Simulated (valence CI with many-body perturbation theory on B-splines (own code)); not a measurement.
Hg48+: electric-dipole lines

Level of theory: configuration interaction combined with many-body perturbation theory (CI+MBPT): four valence electrons over a frozen Dirac-Fock core [Ar] 3d10, radial functions for each j: 11 s, 11 p, 9 d, 7 f, 5 g, 2 h, 1 i, with the one-electron correlation potential Σ1, the two-electron term Σ2, the three-electron term Σ3, Breit, model QED; selected CI, second order for the rest (own B-spline code, finite nucleus).

No measured spectrum was set against this ion. As an estimate, large intervals hold to a few tenths of a per cent, small ones and those within an open d or f shell to about a per cent.

Lines 201 to 242 of 242 in falling wavelength, among levels below 5229.8 × 10³ cm⁻¹, chosen from the strongest by gf and those to the six lowest levels. Wavelengths and rates use the calculated energies. Electric multipoles are in the length gauge, E1 and E2 with the static RPA response of the core. Weak lines are less certain than strong ones. Lines between different terms over intervals too small for the method are left out, as are lines whose strength nearly cancels. The highest levels of a list are the least certain.

Levels are named by their leading jj configuration (3d3/2^4 stands for four electrons in 3d with j = 3/2), which in mixed levels can hold well under half, so a name can repeat and another be missing. Letters in brackets count levels of one name in rising energy.

| λ vac (nm) | Upper | Lower | A (s⁻¹) | S (a.u.) |
| --- | --- | --- | --- | --- |
| 3.718 | (4s^2 4p3/2 4d3/2) J=2 | (4s^2 4p1/2 4p3/2) J=1 | 1.03e+12 | 1.30e-01 |
| 3.698 | (4s 4p1/2 4p3/2 4d3/2) J=1 [c] | (4s 4p1/2^2 4p3/2) J=2 | 4.96e+11 | 3.71e-02 |
| 3.697 | (4s^2 4p3/2 4d3/2) J=1 | (4s^2 4p1/2 4p3/2) J=1 | 1.81e+12 | 1.35e-01 |
| 3.694 | (4s^2 4p3/2 4d3/2) J=0 | (4s^2 4p1/2 4p3/2) J=1 | 1.99e+12 | 4.96e-02 |
| 3.689 | (4s 4p1/2 4p3/2 4d3/2) J=0 [b] | (4s 4p1/2^2 4p3/2) J=1 | 1.87e+12 | 4.63e-02 |
| 3.686 | (4s^2 4p1/2 4d3/2) J=1 | (4s^2 4p1/2^2) J=0 | 2.78e+12 | 2.06e-01 |
| 3.667 | (4s 4p1/2 4p3/2 4d3/2) J=3 [c] | (4s 4p1/2^2 4p3/2) J=2 | 5.35e+10 | 9.12e-03 |
| 3.667 | (4s 4p1/2 4p3/2 4d3/2) J=2 [d] | (4s 4p1/2^2 4p3/2) J=1 | 1.58e+12 | 1.92e-01 |
| 3.607 | (4s 4p1/2 4p3/2 4d5/2) J=1 [a] | (4s 4p1/2^2 4p3/2) J=1 | 5.73e+11 | 3.98e-02 |
| 3.581 | (4s 4p1/2 4p3/2 4d5/2) J=2 [b] | (4s 4p1/2^2 4p3/2) J=1 | 1.44e+11 | 1.63e-02 |
| 3.571 | (4s 4p1/2 4p3/2 4d3/2) J=1 [d] | (4s 4p1/2^2 4p3/2) J=2 | 1.52e+09 | 1.02e-04 |
| 3.555 | (4s 4p1/2 4p3/2 4d5/2) J=2 [a] | (4s 4p1/2^2 4p3/2) J=2 | 1.91e+10 | 2.11e-03 |
| 3.517 | (4s^2 4p3/2 4d5/2) J=2 | (4s^2 4p1/2 4p3/2) J=2 | 1.14e+07 | 1.22e-06 |
| 3.497 | (4s 4p1/2 4p3/2 4d5/2) J=1 [b] | (4s 4p1/2^2 4p3/2) J=1 | 2.56e+10 | 1.62e-03 |
| 3.497 | (4s 4p1/2 4p3/2 4d3/2) J=2 [d] | (4s 4p1/2^2 4p3/2) J=2 | 2.00e+10 | 2.11e-03 |
| 3.488 | (4s 4p1/2 4p3/2 4d5/2) J=3 [a] | (4s 4p1/2^2 4p3/2) J=2 | 1.19e+11 | 1.75e-02 |
| 3.470 | (4s^2 4p3/2 4d5/2) J=2 | (4s^2 4p1/2 4p3/2) J=1 | 3.62e+09 | 3.73e-04 |
| 3.443 | (4s 4p1/2 4p3/2 4d5/2) J=1 [a] | (4s 4p1/2^2 4p3/2) J=2 | 2.43e+09 | 1.47e-04 |
| 3.436 | (4s 4p1/2 4p3/2 4d5/2) J=3 [b] | (4s 4p1/2^2 4p3/2) J=2 | 1.67e+11 | 2.34e-02 |
| 3.433 | (4s 4p1/2 4p3/2 4d5/2) J=1 [c] | (4s 4p1/2^2 4p3/2) J=1 | 1.17e+09 | 7.01e-05 |
| 3.422 | (4s 4p1/2 4p3/2 4d5/2) J=0 | (4s 4p1/2^2 4p3/2) J=1 | 2.88e+11 | 5.69e-03 |
| 3.421 | (4s 4p1/2 4p3/2 4d5/2) J=2 [c] | (4s 4p1/2^2 4p3/2) J=1 | 1.63e+08 | 1.61e-05 |
| 3.419 | (4s 4p1/2 4p3/2 4d5/2) J=2 [b] | (4s 4p1/2^2 4p3/2) J=2 | 4.64e+10 | 4.58e-03 |
| 3.380 | (4s 4p1/2 4p3/2 4d5/2) J=2 [d] | (4s 4p1/2^2 4p3/2) J=1 | 4.51e+09 | 4.30e-04 |
| 3.365 | (4s^2 4p3/2 4d5/2) J=3 | (4s^2 4p1/2 4p3/2) J=2 | 2.68e+10 | 3.54e-03 |
| 3.356 | (4s 4p1/2 4p3/2 4d5/2) J=3 [c] | (4s 4p1/2^2 4p3/2) J=2 | 6.61e+09 | 8.63e-04 |
| 3.343 | (4s 4p1/2 4p3/2 4d5/2) J=1 [b] | (4s 4p1/2^2 4p3/2) J=2 | 1.93e+10 | 1.07e-03 |
| 3.338 | (4s^2 4p3/2 4d5/2) J=1 | (4s^2 4p1/2 4p3/2) J=2 | 1.20e+10 | 6.60e-04 |
| 3.296 | (4s^2 4p3/2 4d5/2) J=1 | (4s^2 4p1/2 4p3/2) J=1 | 5.97e+09 | 3.16e-04 |
| 3.283 | (4s 4p1/2 4p3/2 4d5/2) J=1 [c] | (4s 4p1/2^2 4p3/2) J=2 | 2.52e+08 | 1.32e-05 |
| 3.272 | (4s 4p1/2 4p3/2 4d5/2) J=2 [c] | (4s 4p1/2^2 4p3/2) J=2 | 4.79e+09 | 4.15e-04 |
| 3.258 | (4s 4p1/2 4p3/2 4d5/2) J=3 [d] | (4s 4p1/2^2 4p3/2) J=2 | 2.77e+10 | 3.30e-03 |
| 3.235 | (4s 4p1/2 4p3/2 4d5/2) J=2 [d] | (4s 4p1/2^2 4p3/2) J=2 | 5.72e+10 | 4.78e-03 |
| 3.027 | (4s 4p3/2^3) J=2 | (4s^2 4p1/2 4p3/2) J=2 | 9.24e+08 | 6.32e-05 |
| 2.992 | (4s 4p3/2^3) J=2 | (4s^2 4p1/2 4p3/2) J=1 | 3.52e+09 | 2.33e-04 |
| 2.988 | (4s 4p1/2 4p3/2^2) J=1 [a] | (4s^2 4p1/2^2) J=0 | 7.63e+09 | 3.01e-04 |
| 2.960 | (4s 4p1/2 4p3/2^2) J=1 [b] | (4s^2 4p1/2^2) J=0 | 8.34e+04 | 3.20e-09 |
| 2.912 | (4s 4p3/2^3) J=1 | (4s^2 4p1/2 4p3/2) J=2 | 3.04e+09 | 1.11e-04 |
| 2.879 | (4s 4p3/2^3) J=1 | (4s^2 4p1/2 4p3/2) J=1 | 5.90e+08 | 2.09e-05 |
| 2.602 | (4s^2 4p3/2 4d3/2) J=1 | (4s^2 4p1/2^2) J=0 | 1.55e+07 | 4.05e-07 |
| 2.397 | (4s^2 4p3/2 4d5/2) J=1 | (4s^2 4p1/2^2) J=0 | 2.50e+09 | 5.09e-05 |
| 2.168 | (4s 4p3/2^3) J=1 | (4s^2 4p1/2^2) J=0 | 9.06e+07 | 1.37e-06 |
